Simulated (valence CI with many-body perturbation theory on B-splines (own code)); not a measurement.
**Cs4+: key properties**

Calculated by valence CI with perturbative core correlation (CI+MBPT): five valence electrons over a frozen Dirac-Fock core [Kr] 4d10, a basis of 9 s, 9 p, 8 d, 6 f, 3 g, 1 h functions for each j, with the one-electron correlation potential Σ1 (screened to all orders), the two-electron term Σ2, the three-electron term Σ3, Breit, model QED; selected single and double excitations, second order for the rest, scaled by the run's own slope (own B-spline code, finite nucleus).

Against 27 measured levels this calculation errs by 208 cm⁻¹ on average and by 622 at most. These come from a selection out of Sansonetti, J. Phys. Chem. Ref. Data 38, 761 (2009). Levels without a partner in it may be off by more, other configurations by several thousand cm⁻¹. Among the levels kept, up to 590 cm⁻¹ of a level comes from second order outside the variational space, and about a tenth of that is noise between levels of different J, which matters for small intervals. 4 measured levels below the end of the list, from 158249 cm⁻¹ on, found no clear computed partner, and computed levels of the same name lie up to 507 cm⁻¹ from them.

Names give the largest LS component (configuration and term), which can be under half, so a name can repeat, a term be missing and a line seem to break the LS rules; names also repeat where a configuration has a term twice.

Rates and lifetimes use the calculated energies. Strong lines usually hold to 10 to 20 %, long lifetimes can be off by a factor of two.

Q: What is the ground level?

A: 5s²5p³ ⁴S°_3/2, composition 76 % 5s²5p³ ⁴S° + 15 % 5s²5p³ ²P° + 5 % 5s²5p³ ²D°, g = 1.829.

Q: What is the ionisation energy?

A: 56.633 eV; NIST lists 56 ± 1.9 eV (theoretical).

Q: What are the static dipole polarisabilities of the lowest levels?

A: 5s²5p³ ⁴S°_3/2 6.86; 5s²5p³ ²D°_3/2 6.95 (tensor 0.14); 5s²5p³ ²D°_5/2 7.01; 5s²5p³ ²P°_1/2 7.07 bohr³, of which the core gives 0.689.

Q: How well does LS coupling describe the low levels?

A: Among the lowest 20 levels the leading LS term, summed over configurations, holds 77 % on average. For single configurations the figures are 68 % in LS and 62 % in jj coupling. Terms mix most in the J = 3/2 level at 19.209 eV, where the leading one holds 50 %.

Q: Name the longest-lived excited levels whose lifetime is computed, and their main decay.

A: 5s²5p³ ²D°_5/2 at 2.538 eV lives 147 ms, mostly by M1 to 5s²5p³ ⁴S°_3/2; 5s²5p³ ²D°_3/2 at 1.880 eV lives 24.9 ms, mostly by M1 to 5s²5p³ ⁴S°_3/2; 5s²5p³ ²P°_1/2 at 3.980 eV lives 9.38 ms, mostly by M1 to 5s²5p³ ⁴S°_3/2. The lifetime of 5s²5p²5d ⁴F_9/2 is too uncertain to give, and may be longer.
